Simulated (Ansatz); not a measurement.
`OBCCBr` + `O[SiH](F)[SiH3]` → `OB[SiH](O)F` + `[SiH3]CCBr`  (redistribution)

Computed with Ansatz on PBE0-D4/def2-TZVP structures; ΔE is electronic, products minus reactants. CCSD(T)/CBS is the MP2 limit (def2-TZVPP, def2-QZVPP) plus CCSD(T) − MP2 in def2-TZVPP, frozen cores. DFT in def2-TZVPP. For Br outer-core shells are correlated without core-valence functions, which leaves a few kJ/mol of doubt a bond. Scalar relativity is left out up to krypton. Each species was taken in one conformer, which may not be the lowest.

Question: Is it downhill or uphill in electronic energy at CCSD(T)/CBS, and by how much? (Best estimate.)

Answer: The calculation gave: Uphill: ΔE = +33.3 kJ/mol.

Question: What do these levels give: PBE-D4, ωB97X-V, PBE, MP2/def2-TZVPP, CCSD(T)/def2-TZVPP, MP2/def2-QZVPP? (Estimate.)

Answer: The calculation gave: PBE-D4 36.9, ωB97X-V 34.7, PBE 35.5, MP2/def2-TZVPP 31.3, CCSD(T)/def2-TZVPP 32.9, MP2/def2-QZVPP 31.4 kJ/mol.

Largest T1 diagnostic among the species: 0.013.
